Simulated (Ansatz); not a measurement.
Cost and result for the atomization energy of C2H3NSe (`CN=C=[Se]`) (7 atoms, 6 bonds).

```xyz
7

C    -0.4000    0.7633    0.5466
N     0.1478   -0.2857   -0.2034
C     0.6074   -1.1600   -0.8303
Se    1.2881   -2.4561   -1.7593
H     0.2917    1.6087    0.5754
H    -1.3408    1.0953    0.1006
H    -0.5943    0.4344    1.5704
```

Charge 0, multiplicity 1. Correlated methods include outer-core shells of Se, which these sets cover unevenly. Scalar relativity is left out up to krypton. The structure was optimised at the PBE0-D4/def2-TZVP level. Program: Ansatz. All runs use 2 threads of an Arm Neoverse V1 on a shared host. Times are those of one run each, without the atoms' runs, and a repeat can differ threefold. Electronic energies, without spin–orbit coupling; frozen cores. CCSD(T)/CBS adds CCSD(T) − MP2 in def2-TZVPP to the MP2 limit, and its time is that of the two runs behind it. T1 = 0.014. With those shells the extrapolation isn't a true limit. B3LYP takes the VWN-RPA correlation (the form of Gaussian; ORCA's B3LYP/G). HSE06 is the plane-wave form, built on full-range PBE exchange.

CCSD(T)/CBS is a level of theory with its own doubt, some kJ/mol a heavy atom from the limit and from the frozen cores, so smaller differences don't rank the functionals.

| level | functions | wall time |
| --- | --- | --- |
| LDA (SPW92)/def2-TZVPP | 183 | 1.3 s |
| PBE-D4/def2-TZVPP (with forces) | 183 | 2.7 s |
| BHLYP-D4/def2-TZVPP | 183 | 3.4 s |
| HSE06-D4/def2-TZVPP | 183 | 3.9 s |
| B3LYP-D4/def2-TZVPP (with forces) | 183 | 4.2 s |
| r2SCAN-D4/def2-TZVPP (with forces) | 183 | 6 s |
| CCSD(T)/def2-SVP | 89 | 6 s |
| r2SCANh-D4/def2-TZVPP | 183 | 6.5 s |
| B97M-V/def2-TZVPP | 183 | 11 s |
| ωB97M-V/def2-TZVPP (with forces) | 183 | 13 s |
| MP2/def2-QZVPP | 350 | 21 s |
| CCSD(T)/def2-TZVPP | 183 | 91 s |
| CCSD(T)/CBS(def2) | – | 110 s |

(1) What atomization energy does each give, and how far from CCSD(T)/CBS? (An estimate is asked.)

Results:

(1) Computed: 
```csv
level,atomization (kcal/mol),difference from CCSD(T)/CBS,per bond
LDA (SPW92)/def2-TZVPP,772.5,121.5,20.3
PBE-D4/def2-TZVPP (with forces),685.0,34.0,5.7
BHLYP-D4/def2-TZVPP,625.4,-25.6,-4.3
HSE06-D4/def2-TZVPP,662.0,11.0,1.8
B3LYP-D4/def2-TZVPP (with forces),657.9,6.9,1.2
r2SCAN-D4/def2-TZVPP (with forces),657.5,6.5,1.1
CCSD(T)/def2-SVP,613.9,-37.1,-6.2
r2SCANh-D4/def2-TZVPP,650.2,-0.8,-0.1
B97M-V/def2-TZVPP,653.6,2.6,0.4
ωB97M-V/def2-TZVPP (with forces),652.5,1.5,0.2
MP2/def2-QZVPP,662.4,11.4,1.9
CCSD(T)/def2-TZVPP,630.1,-20.9,-3.5
CCSD(T)/CBS(def2),651.0,0.0,0.0
```

From BLYP to BHLYP (50 % exact exchange), in def2-TZVPP and without D4, the atomization energy moves by −37.4 kcal/mol: exact exchange takes away binding that semilocal exchange gives to molecules. In def2-TZVPP, CCSD(T) changes the Hartree–Fock value by +195.6 kcal/mol (the triples alone add +16.3 kcal/mol) and MP2 by +215.7 kcal/mol; breaking electron pairs costs correlation energy, which Hartree–Fock lacks. At CCSD(T), def2-SVP lies −37.0 kcal/mol from the extrapolated value and def2-TZVPP −20.8 kcal/mol: correlation converges slowly with the basis, and small sets miss more of it in the bonded molecule than in its fragments.
